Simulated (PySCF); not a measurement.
Isomers of C5H6F2, one GFN2-xTB conformer each. Single-point energies are computed at PBE0/pcSseg-1 (PySCF, gas phase, no added dispersion term), electronic only.

Problem. Rank them by PBE0/pcSseg-1 energy, lowest first (kcal/mol).
A. `[CH2:1]=[C:2]=[C:3]([CH2:4][F:5])[CH2:6][F:7]` with C2–C3–C4–F5 -110°, C2–C3–C6–F7 -109°
B. `[F:1][C:2]1=[CH:3][CH2:4][CH2:5][C@@H:6]1[F:7]` with C2–C3–C4–C5 -10°, C3–C4–C5–C6 16°, C4–C5–C6–F7 101°, F1–C2–C6–C5 -169°

Solution. B (0.0), A (33.0).

As drawn, the higher has cumulated double bonds, which the lower lacks. GFN2-xTB itself gives, in the same order: 0.0, 35.4. Both levels put the same isomer lowest.

Problem. Which frontier levels, dipoles and rotational constants go with these structures?

Solution. 
```
         SMILES  HOMO (eV, PBE0/pcSseg-1)  LUMO (eV)  dipole (D)     A, B, C (MHz)
FC1=CCC[C@@H]1F                     -7.51       0.06        2.72  3495, 2869, 1796
    C=C=C(CF)CF                     -8.08      -0.35        2.07  2661, 2151, 1323
```
